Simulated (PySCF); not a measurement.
Computed shifts of a molecule C3H8O2Si, PBE/pcSseg-1 in PySCF, GIAO, gas phase, equivalent atoms averaged, in ppm (number of nuclei): ¹³C: 80.9 (1), 79.2 (1), 26.6 (1). ²⁹Si: 5.2 (1). ¹H: 5.64 (1), 5.49 (1), 4.87 (1), 4.71 (1), 4.13 (1), 1.56 (1), 0.95 (1), 0.18 (1). References: ¹⁷O against H2O (σ = 334.3 ppm); ¹³C against TMS (σ = 182.0 ppm); ²⁹Si against TMS (σ = 335.4 ppm); ¹H against TMS (σ = 31.49 ppm), references at their B3LYP-D3(BJ)/def2-TZVP geometries, non-relativistic. Coordinates come from a PBE0-D3(BJ)/def2-SVP optimisation. The values are those of a single conformer.

Which structure fits?
A. C[C@@H]1O[SiH2][C@H]1O
B. C=C[Si@@H](O)OC
C. CO[Si@@H]1CCO1
D. O[C@H]1CO[SiH2]C1

D, O[C@H]1CO[SiH2]C1
